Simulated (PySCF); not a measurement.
Bonds (- single, = double, # triple, : aromatic): C1-O2, O2-Si3, Si3-Si4, Si4-O5, O5-Si6, Si3-S7, S7-C8. C1 carries H9, H10, H11; Si3 carries H12; Si4 carries H13, H14; Si6 carries H15, H16, H17; C8 carries H18, H19, H20. Stereochemistry as in CO[Si@@H]([SiH2]O[SiH3])SC. H13 is pro-R; H14 is pro-S.

PySCF 2.14.0 with density-fitted response routines calculation with PBE0-D3(BJ)/def2-SVP geometry and PBE0/pcSseg-1 with gauge-including orbitals; no solvent, equivalent nuclei averaged, no relativistic terms, single conformer.

Shifts are taken against calculated references (same method and geometry level): ¹³C (184.41 ppm) and ¹H (31.27 ppm) and ²⁹Si (351.99 ppm) against TMS; ¹⁷O (334.56 ppm) vs H2O; CS2 for ³³S (495.66 ppm).

```
      atoms  nucleus  count  δ (ppm)
         O2      ¹⁷O      1     15.5
        Si3     ²⁹Si      1      7.6
        H13       ¹H      1     5.32
        H12       ¹H      1     5.53
H15/H16/H17       ¹H      3        ?
         O5      ¹⁷O      1        ?
         C1      ¹³C      1     54.2
        Si4     ²⁹Si      1    -24.0
         S7      ³³S      1        ?
         C8      ¹³C      1     11.8
        Si6     ²⁹Si      1        ?
        H14       ¹H      1     5.20
 H9/H10/H11       ¹H      3     3.64
H18/H19/H20       ¹H      3     1.86
```

Q: Fill in the missing shifts.

A: 
- H15/H16/H17: 4.95 ppm, hydrogen on a silicon bonded to O
- O5: -13.6 ppm, oxygen bonded to 2 Si
- Si6: -33.4 ppm, silicon bonded to O, 3 H
- S7: -211 ppm, sulfur bonded to C, Si

Shifts are as computed. Against solution values, carbons near 30 ppm lie about +2 ppm off and those near 130 ppm about +5 ppm. Of 1211 compounds with measured shifts, 218 miss one by over three times the rms of a fit or turn the order of signals round; such compounds aren't used in these exercises. Experimental scales use liquid or dissolved standards, which lie at an offset from isolated H2O (liquid H2O: subtract about 36 ppm).
